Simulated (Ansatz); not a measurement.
Reactions of `CC(C)[O][Ge][O]C(C)C`.

Program: Ansatz. Geometries: PBE0-D4/def2-TZVP. ΔE: electronic, gas phase. CCSD(T)/CBS adds triple-zeta CCSD(T) − MP2 to the extrapolated MP2 energy (def2 sets, frozen cores). DFT in def2-TZVPP. def2 core potentials past Kr. For Ge, Sn outer-core shells are correlated without core-valence functions, which leaves a few kJ/mol of doubt a bond. Scalar relativity is left out up to krypton. One conformer a species, not always the lowest.

| reaction | MP2/CBS(def2) (kJ/mol) | ωB97M-V (kJ/mol) |
| --- | --- | --- |
| `CC(C)[O][Ge][O]C(C)C` + `O[SiH](F)F` → `CC(C)O[SiH](F)F` + `CC(C)[O][Ge][OH]` | 14 | 8 |
| `CC(C)[O][Ge][O]C(C)C` + `[SiH3]S` → `CC(C)S[SiH3]` + `CC(C)[O][Ge][OH]` | -28 | -17 |
| `CC(C)[O][Ge][O]C(C)C` + `[OH][Sn][SH]` → `CC(C)[O][Sn][SH]` + `CC(C)[O][Ge][OH]` | 2 | 5 |
| `CC(C)[O][Ge][O]C(C)C` + `CC(C)[SiH]` → `CC(C)[Si]C(C)C` + `CC(C)[O][Ge][OH]` | -52 | -42 |

(1) Give the CCSD(T)/CBS values in the same order. (An estimate is asked.)

Largest T1 diagnostic: 0.017, for `[OH][Sn][SH]`.

Answers

(1) Ansatz gave: 12, -19, 3, -48 kJ/mol.
